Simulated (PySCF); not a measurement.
Compound: RuO4 (singlet state).
Bonds: Ru1–O2, Ru1–O3, Ru1–O4, Ru1–O5.

A GFN2-xTB structure was refined with PBE0-D3(BJ)/def2-SVP geometry optimisation, gas phase, def2 core potentials past Kr in PySCF 2.14.0. Its GFN2-xTB values:

| coordinate | GFN2-xTB |
| --- | --- |
| Ru1–O2 | 1.604 Å |
| Ru1–O4 | 1.604 Å |
| O2–Ru1–O3 | 109.5° |

Q: How do these coordinates change at the PBE0-D3(BJ)/def2-SVP level?

A: 
```csv
coordinate,PBE0-D3(BJ)/def2-SVP (Å or °),change
Ru1–O4,1.664,+0.060
Ru1–O2,1.664,+0.060
O2–Ru1–O3,109.4,-0.1
```

The energy falls by 0.483 eV over 5 energy and gradient evaluations, the largest force component goes from 0.0829 to 5.0e-05 Eh/bohr, and the atoms move by 0.053 Å rms after alignment. Among the bonds, Ru1–O2, Ru1–O3, Ru1–O4 and Ru1–O5 change most and about equally (+0.059 to +0.060 Å). Bonds longer at the end by more than 0.005 Å: 4 of 4; shorter: 0.

The run used 87 basis functions and 35 SCF cycles in all.

Whether it is a minimum is left open (no frequencies).
